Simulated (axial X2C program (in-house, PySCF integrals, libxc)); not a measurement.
Values are calculated unless marked as measured or tabulated.
**VO: input and output**

Program: an axial X2C code built on PySCF integrals.

Input:
```json
{"zs": [23, 8], "q": 0, "bas": ["dyall-cv3z", "dyall-av3z"], "levels": ["PBE0", "HF", "PBEsol"], "cc": true, "r0": 1.69, "thr": -2.0, "nmax": 90, "npts": 10, "nst": 2, "ntry": 6}
```
```bash
python so2c.py task.json out
```

Keys: zs atomic numbers; q charge; bas basis sets; levels methods; cc coupled cluster on or off; r0 starting distance in Å; thr threshold in hartree for freezing inner shells (an s shell follows its p shell); nmax most natural virtual spinors; npts points on the curve; nst determinants followed; ntry starts of the search. HF also brings MP2.

Output of the PBEsol step, 2c, at R = 1.571 Å for the state Ω = 3/2. It starts from PBE0 orbitals of this distance.

```
two-component X2C + atomic mean field  PBEsol
basis functions 170  fitting functions 923  grid points 5072
iter        total energy     max residual
   1      -1022.833169787     7.97e-02
   2      -1022.800025834     7.47e-02
   3      -1022.577568159     1.65e-01
   4      -1022.839485007     8.46e-03
   5      -1022.838709514     1.12e-02
   6      -1022.839710151     6.50e-03
   7      -1022.840021527     1.52e-04
   8      -1022.840021853     9.45e-05
   9      -1022.840021916     9.72e-06
  10      -1022.840021918     4.23e-06
converged
one-electron -1529.81998801  Coulomb 497.90338232  exact exchange 0.00000000  xc functional -52.67288960  nuclear repulsion 61.97874399  atomic mean-field constant -0.22927062
```
Energies are in hartree; totals compare only within one Hamiltonian and basis. The determinant is spin-polarised beyond a pure state at some levels (its spin-free form has ⟨S²⟩ too high), which makes Re and μ there less reliable.
